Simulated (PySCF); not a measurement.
r2SCAN on S⁻ (sulfur, charge -1), [Ne] 3s2 3p5, 2P determinant. Calculation: PySCF 2.14, in aug-cc-pV(D+d)Z (5s4p3d, 32 functions); the non-relativistic Hamiltonian (point nucleus).

```
cycle= 1 E= -398.15794923366  delta_E= -0.00396  |g|= 0.00996  |ddm|= 0.196
cycle= 2 E= -398.157977946106  delta_E= -2.87e-05  |g|= 0.0105  |ddm|= 0.048
cycle= 3 E= -398.158067162699  delta_E= -8.92e-05  |g|= 0.00179  |ddm|= 0.032
cycle= 4 E= -398.158071012119  delta_E= -3.85e-06  |g|= 0.000382  |ddm|= 0.00572
cycle= 5 E= -398.158071394558  delta_E= -3.82e-07  |g|= 7.89e-05  |ddm|= 0.00235
cycle= 6 E= -398.158071418651  delta_E= -2.41e-08  |g|= 6.48e-06  |ddm|= 0.000781
cycle= 7 E= -398.158071418702  delta_E= -5.18e-11  |g|= 3.03e-07  |ddm|= 3.09e-05
converged SCF energy = -398.158071418702  <S^2> = 0.75654445  2S+1 = 2.0065338
```

Highest occupied orbital energy: 1.014 eV; ⟨L²⟩ = 2.03; populations by l: s 6.00, p 11.00, d 0.00.

**Question.** Can this result be used?

**Answer.** With care. The calculation finished and met its thresholds. At r2SCAN the highest occupied level has a positive energy, so only the finite basis holds that electron; in a semilocal or global hybrid functional this comes from self-interaction and does not mean that the real anion is unbound.
